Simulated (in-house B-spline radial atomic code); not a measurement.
Radial electron density of the manganese ion Mn⁶⁺, [Ne] 3s2 3p5 3d1 4d1. Level of theory: non-relativistic LC-wPBE, spin-polarised, spherical fractional occupations, point nucleus; calculated with a radial B-spline atomic code at the basis-set limit.

Caution: exact exchange at fractional occupations of open shells leaves self-interaction of up to several eV.

Columns: r (bohr), 4πr²n(r) (electrons per bohr), bar.

```
 0.00258   0.7785 #
 0.00314    1.121 #
 0.00382    1.604 ##
 0.00465     2.28 ###
 0.00565    3.202 ####
 0.00687    4.454 ######
 0.00835    6.111 ########
  0.0102    8.315 ###########
  0.0123    10.89 ###############
   0.015    14.16 ###################
  0.0182    17.78 ########################
  0.0222    21.71 #############################
   0.027    25.37 ##################################
  0.0328    28.24 ######################################
  0.0399    29.77 ########################################
  0.0485    29.56 #######################################
  0.0589    27.77 #####################################
  0.0717    25.18 ##################################
  0.0871    23.32 ###############################
   0.106    23.61 ###############################
   0.129    26.51 ###################################
   0.157    30.63 #########################################
    0.19    33.03 ############################################
   0.232    31.14 #########################################
   0.281    24.86 #################################
   0.342    16.82 ######################
   0.416    11.35 ###############
   0.506    10.34 ##############
   0.615    11.79 ################
   0.748    11.98 ################
   0.909    9.296 ############
    1.11    5.224 #######
    1.34    2.332 ###
    1.63    1.004 #
    1.99    0.681 #
    2.42   0.5338 #
    2.94   0.3015 
    3.57   0.1079 
    4.34  0.02256 
    5.28  0.00243 
    6.42 0.0001247 
    7.81 2.35e-06
```

On this grid the curve has 3 maxima, near 0.0399, 0.19, 0.748 bohr.

The 3d up radial function P(r) = rR(r), positive near the nucleus:

```json
{"r (bohr)": "0.0222", "P": "0.001595"}
{"r (bohr)": "0.0328", "P": "0.00473"}
{"r (bohr)": "0.0485", "P": "0.01355"}
{"r (bohr)": "0.0717", "P": "0.03682"}
{"r (bohr)": "0.106", "P": "0.09318"}
{"r (bohr)": "0.157", "P": "0.2151"}
{"r (bohr)": "0.232", "P": "0.4348"}
{"r (bohr)": "0.342", "P": "0.7433"}
{"r (bohr)": "0.506", "P": "1.035"}
{"r (bohr)": "0.748", "P": "1.093"}
{"r (bohr)": "1.11", "P": "0.7817"}
{"r (bohr)": "1.63", "P": "0.34"}
{"r (bohr)": "2.42", "P": "0.07061"}
{"r (bohr)": "3.57", "P": "0.005094"}
```
